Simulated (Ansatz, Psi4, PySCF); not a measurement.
FGa, charge +1, doublet, geometry from GFN2-xTB (such geometries of metal compounds can be far from the true shape) (a state made from the parent by changing its charge; the spin is typed, not shown lowest). Base run: B3LYP/def2-SVP run with PySCF.

Geometry (Å):
```xyz
2

Ga     0.0000     0.0000    -0.4189
F      0.0000     0.0000     1.4430
```
Charge +1, spin multiplicity 2.
Orbitals are unrestricted.
All else is at PySCF's defaults.

The same geometry, method and basis name were run in Ansatz (a quantum-chemistry and plane-wave program) and Psi4 and PySCF, at each program's defaults and at the settings that a row names. The base is PySCF at its defaults. Differences at the defaults can come from grids, fitting, cores and function types together.

```json
[
 {"code and settings": "PySCF, defaults (exact integrals, its default grid, spherical functions)", "ΔE vs base (mEh)": "0.000", "basis functions": "46", "E (Eh)": "-2024.08276", "SCF cycles": "11"},
 {"code and settings": "Psi4, defaults (density fitting with its default set, its default grid, spherical functions)", "ΔE vs base (mEh)": "0.045", "basis functions": "46", "E (Eh)": "-2024.08272", "SCF cycles": "13"},
 {"code and settings": "Ansatz, defaults (factorised integrals, its default grid, spherical functions)", "ΔE vs base (mEh)": "0.003", "basis functions": "46", "E (Eh)": "-2024.08276", "SCF cycles": "-"},
 {"code and settings": "PySCF, density fitting with def2-universal-jkfit", "ΔE vs base (mEh)": "-0.001", "basis functions": "46", "E (Eh)": "-2024.08276", "SCF cycles": "11"},
 {"code and settings": "PySCF, fine grid", "ΔE vs base (mEh)": "0.002", "basis functions": "46", "E (Eh)": "-2024.08276", "SCF cycles": "11"},
 {"code and settings": "Psi4, exact integrals, spherical functions, fine grid", "ΔE vs base (mEh)": "0.003", "basis functions": "46", "E (Eh)": "-2024.08276", "SCF cycles": "14"},
 {"code and settings": "Ansatz, high accuracy", "ΔE vs base (mEh)": "0.002", "basis functions": "46", "E (Eh)": "-2024.08276", "SCF cycles": "-"}
]
```

Open shells are given as the SCF converged; they aren't shown to be the lowest states, and a large step between rows can be another state.
